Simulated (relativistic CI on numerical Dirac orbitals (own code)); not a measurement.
# What each ingredient does to the levels of Ir31+

Base calculation: Dirac-Coulomb-Breit CI, KLI orbitals optimised for each configuration, model QED, unscaled Slater integrals.

CI space (outside the closed core [Ar] 3d10): 4s2 4p6 4d10, 4s2 4p6 4d9 4f, 4s2 4p5 4d10 4f, 4s 4p6 4d10 4f, 4s2 4p6 4d9 5s, 4s2 4p6 4d9 5p, 4s2 4p6 4d9 5d, 4s2 4p5 4d10 5s, 4s2 4p6 4d9 5f, 4s2 4p5 4d10 5p, 4s2 4p6 4d9 5g, 4s2 4p6 4d9 6s, 4s2 4p6 4d9 6p, 4s2 4p5 4d10 5d, 4s 4p6 4d10 5s, 4s2 4p6 4d9 6d, 4s 4p6 4d10 5p, 4p6 4d10 4f2, 4p6 4d9 4f3, 4p5 4d10 4f3, 4p6 4d9 4f2 5s, 4p6 4d9 4f2 5p, 4p6 4d9 4f2 5d. Double excitations out of closed p, d and f shells are left out; levels of such configurations are missing from the list, as are those of other unlisted configurations, and high levels can miss mixing partners. These lack a partner that the ground configuration has and come out too high: 4s2 4p5 4d10 5s, 4s2 4p6 4d9 5f, 4s2 4p5 4d10 5p, 4s2 4p6 4d9 5g, 4s2 4p6 4d9 6s.

The lowest level and the first level of each name with at least 55 % of one term (blank where a level has no safe partner in the second run):

```
               Level  Base (eV)  Shift (eV)
   4s2 4p6 4d10 1S_0      0.000       0.000
4s2 4p6 4d9 4f 3P°_0    204.858      -0.044
4s2 4p6 4d9 4f 3P°_1    207.382      -0.045
4s2 4p6 4d9 4f 3H°_5    212.366      -0.059
4s2 4p6 4d9 4f 3H°_6    215.311      -0.059
4s2 4p6 4d9 4f 3F°_3    215.668      +0.011
4s2 4p6 4d9 4f 3F°_4    220.454      +0.017
4s2 4p6 4d9 4f 3G°_5    222.366      -0.058
4s2 4p6 4d9 4f 3D°_1    224.882      -0.053
4s2 4p6 4d9 4f 3H°_4    231.999      -0.059
4s2 4p6 4d9 4f 3G°_3    239.063      -0.038
4s2 4p6 4d9 4f 1P°_1    279.011      +0.071
 4s2 4p6 4d9 5s 3D_3    413.282            
 4s2 4p6 4d9 5s 1D_2    414.399
```

At this charge energies of transitions that change n are usually good to better than 1 %, and those within a shell (Δn = 0) to a few per cent.

**Question.** One thing was changed in a second run, which moved the levels as shown. Which?
A. QED terms removed
B. one mean potential for all configurations
C. only the first 3 configurations
D. Breit term removed

**Answer.** C. Only the first 3 configurations. With fewer configurations the levels that remain lose their mixing partners.

LS names give the leading component of a level, which can be under half, so a name can repeat, a term be missing and a line seem to break the LS rules.
